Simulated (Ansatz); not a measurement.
`C[Si]O` + `O[SiH3]` → `O[Si]O[SiH3]` + CH₄ at 400 K and 1 bar (ligand exchange at the Si–C bond).

Program: Ansatz. Geometries: PBE0-D4/def2-TZVP. ΔE: electronic, gas phase. CCSD(T)/CBS adds triple-zeta CCSD(T) − MP2 to the extrapolated MP2 energy (def2 sets, frozen cores). This one scheme is used for every species. Each species was taken in one conformer, which may not be the lowest.

```csv
species,CCSD(T)/CBS energy (Eh),H − E (kJ/mol),S (J/(mol·K))
`C[Si]O`,-404.71755,153.0,313.4
`O[SiH3]`,-366.69042,120.0,276.4
`O[Si]O[SiH3]`,-731.01400,145.0,368.0
CH₄,-40.46206,131.3,197.2
```

H − E and S are ideal-gas, rigid-rotor, harmonic terms from PBE0-D4/def2-TZVP, for one conformer and one mirror image of each species. 1 Eh = 2625.50 kJ/mol, R = 8.31446 J/(mol·K).

**Question.** By hand: ΔE, ΔH, ΔS and ΔG.

**Answer.** ΔE = (-731.01400) + (-40.46206) − (-404.71755) − (-366.69042) = -0.06809 Eh = -178.8 kJ/mol. Δ(H − E) = 145.0 + 131.3 − 153.0 − 120.0 = 3.3, so ΔH = -175.5 kJ/mol. ΔS = 368.0 + 197.2 − 313.4 − 276.4 = -24.6 J/(mol·K). ΔG = -175.5 − 400 × (-24.6)/1000 = -165.7 kJ/mol.

**Question.** By hand: the equilibrium constant, and the temperature at which ΔG would vanish if ΔH and ΔS stayed fixed.

**Answer.** log₁₀ K = −ΔG/(RT ln 10) = 21.6. ΔG = 0 at ΔH/ΔS = 7134 K, far beyond where these terms or the molecules hold.

ΔH outweighs TΔS. A doubt of 5 kJ/mol in ΔE shifts log₁₀ K by 0.7 here. Other conformers and mirror images would add mixing entropy, several J/(mol·K) or more a flexible species. Modes under 60 cm⁻¹, often nearly free rotors, make the harmonic entropy too high. These are equilibria of isolated gas molecules and say nothing of rates. Largest T1 diagnostic: 0.014 (customary marks: 0.02 for closed shells, 0.045 for open ones).
